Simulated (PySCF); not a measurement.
Static response to an electric field

C₄H₃O₃S (charge -1).
Geometry (GFN2-xTB, Å), atoms numbered from 1 in this order:
```xyz
11
C4H3O3S angstrom
C     -0.8612    2.3541   -0.1046
C     -0.2539    1.3141   -0.1169
C      0.3772    0.0760   -0.1225
C      1.6657   -0.1960   -0.2293
S     -0.8038   -1.3236    0.0336
O      0.0356   -2.5193    0.0162
O     -1.4717   -1.0868    1.3092
O     -1.6664   -1.1870   -1.1355
H     -1.4172    3.2435   -0.0907
H      1.9640   -1.2303   -0.2126
H      2.4371    0.5579   -0.3328
```

Level: wB97X-D/def2-SVPD (PySCF), static field, nuclei fixed, core orbitals frozen in the response. The polarisability tensor in these axes (au):

```
x    92.46 -10.35  -2.28
y   -10.35  99.55  -0.55
z    -2.28  -0.55  62.49
```

Problem. Diagonalise the tensor; give its mean and Δα, where Δα² is half the sum of the squared differences of the eigenvalues.

Solution. Principal values 62.26, 85.27 and 106.96 au; mean 84.83 au = 12.57 Å³ = 13.99 × 10⁻⁴⁰ C²·m²/J; Δα = 38.71 au (46 % of the mean).

Problem. Along which axes do the principal values lie, and how far do the nuclei extend along each?

Solution. Largest value along (-0.58, 0.81, 0.02), where the nuclei span 5.61 Å; middle along (0.81, 0.58, -0.09), 4.27 Å; least along (0.09, 0.04, 1.00), 2.45 Å. The response follows the extents in order.

Problem. Rayleigh depolarisation ratio (linearly polarised light, static tensor)?

Solution. ρ = 3Δα²/(45ᾱ² + 4Δα²) = 4496.0/(323841 + 5994.7) = 0.0136.

Problem. Sum over states: ᾱ = Σ f/ω², ω in Eh. What share falls to these 8 lowest TDDFT singlets (eV, f)? 4.79, 0.0007; 4.93, 0.0006; 5.60, 0.2081; 5.76, 0.0012; 5.98, 0.0179; 6.12, 0.0003; 6.32, 0.0007; 6.46, 0.0007.

Solution. They add up to 5.40 au, 6.4 % of the 84.83 au; the largest single term is 4.92 au, from the state at 5.60 eV. Terms in order: 0.02, 0.02, 4.92, 0.03, 0.37, 0.01, 0.01, 0.01 au. Higher excitations give the rest. The strengths listed sum to 0.230.

Isolated species at its GFN2-xTB geometry, gas phase.

wB97X-D is run here without its empirical dispersion term; that term would change no orbital, density or response property at a fixed geometry.
